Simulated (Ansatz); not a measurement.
The cluster Be₂Te⁺, relaxed as a doublet with UKS PBE-D4/def2-TZVP in Ansatz, starting from the GFN1-xTB geometry. Force threshold 0.02 eV/Å.

In the def2 sets Te takes a core potential; there is no spin–orbit coupling. The structure comes from a short search, and lower isomers may exist.

Start:

Cartesian coordinates in Å:
```
Be -0.841 -0.855 -1.145
Be -0.657 0.156 0.460
Te 1.498 0.699 0.685
```

(1) Estimate the energy that the relaxation releases and the steps that it takes.

(2) Does the start keep its bonding and symmetry?

(3) Predict the relaxed structure.

## Answers

(1) 120.3 kJ/mol, in 7 steps; 8.5 s on 4 threads of Arm Neoverse V2 on a shared host. No frequencies were taken in this run, so the end may be a saddle point.

(2) Bonds formed: Be1–Te3 (atoms count from 1). The end is the same structure that another start reached, the lowest one found. Point group Cs at the start, C2v at the end, both within 0.05 Å.

(3) 
```xyz
3

Be   -0.3162   -0.6626   -0.9910
Be   -0.9279    0.2879    0.7598
Te    1.2440    0.3747    0.2312
```
Bond lengths (bridged metal pairs left out): 2 × Be–Te 2.24 Å.
